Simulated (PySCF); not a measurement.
## Interval between two levels of Pd(3+) by level of theory

Pd(3+) [Kr] 4d7 [4F9/2, M_J = 9/2] → Pd(3+) [Kr] 4d6 5s1 [6D9/2, M_J = 9/2], as a difference of total energies. Calculation: PySCF 2.14, in x2c-TZVPall-2c; the two-component X2C-1e Hamiltonian. Correlated levels: [Ar] 3d10 frozen; the 6 highest virtual spinors dropped. "Screened" scales the spin-orbit matrix elements by Boettger's factors to mimic the two-electron term; Breit and QED terms are absent.

| method | interval between two levels (cm⁻¹) |
| --- | --- |
| GHF (spin-free) | 83637 |
| GMP2 (spin-free) | 84066 |
| GHF (screened spin-orbit) | 84310 |
| GMP2 (screened spin-orbit) | 84756 |

The labels give the starting determinants; with spin-orbit coupling the two ends relaxed to ⟨J²⟩ = 24.76, ⟨L²⟩ = 12.21, ⟨S²⟩ = 3.69 and ⟨J²⟩ = 24.76, ⟨L²⟩ = 6.11, ⟨S²⟩ = 8.69.
